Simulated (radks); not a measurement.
Species: Al I. Configuration: [Ne] 3s2 3p1.

Calculated with a radial shooting solver on a logarithmic mesh with Libxc functionals: non-relativistic Kohn-Sham, PBE, spin-polarised, spherical densities, point nucleus; open shells are filled with parallel spins first.

Energy parts (Ry):
| part | energy |
|---|---|
| total | -484.46408 |
| kinetic | 483.67779 |
| electron-nucleus | -1157.01614 |
| Hartree | 225.67275 |
| exchange-correlation | -36.79849 |

Orbitals (lengths in bohr, moments of r in powers of bohr; <r^-3> diverges for s and p1/2; r(90%) holds 90 % of the orbital's charge):
| orbital | occ. | eigenvalue (Ry) | <r^-3> | r(90%) | <r^4> |
|---|---|---|---|---|---|
| 1s up | 1 | -110.8076 | - | 0.215 | 0.0009908 |
| 1s down | 1 | -110.8043 | - | 0.215 | 0.0009906 |
| 2s up | 1 | -7.91278 | - | 0.993 | 0.4205 |
| 2s down | 1 | -7.90873 | - | 0.993 | 0.4202 |
| 2p up | 3 | -5.11791 | 35.48 | 1.02 | 0.4948 |
| 2p down | 3 | -5.11273 | 35.47 | 1.02 | 0.4933 |
| 3s up | 1 | -0.58974 | - | 3.90 | 99.72 |
| 3s down | 1 | -0.53353 | - | 3.91 | 100.0 |
| 3p up | 1 | -0.22181 | 1.342 | 5.40 | 373.2 |
| 3p down | 0 | -0.16405 | 1.339 | 5.56 | 422.6 |

The highest occupied level is 3p up at -3.018 eV. The spin density at the nucleus is -0.1287 e/bohr^3 (1s -0.0282, 2s 0.0175, 3s -0.1179), a Fermi contact field of -6.75 T. The electron density at the nucleus is 1406 e/bohr^3. The density falls to 0.001 e/bohr^3 at r = 4.54 bohr. For comparison, the ionisation energy in NIST's Atomic Spectra Database is 5.986 eV (measured). In exact Kohn-Sham theory the highest level is minus the ionisation energy, but local and semilocal functionals leave it too shallow, through self-interaction and a potential that decays too fast; potentials with the right tail come closer. Virial ratio -V/T = 2.00163. Summed over all electrons, <r^2> = 32.79 bohr^2, which gives a Langevin (diamagnetic) susceptibility term of -26 x 10^-6 cm^3/mol. Spin moment in Bohr magnetons: 1.
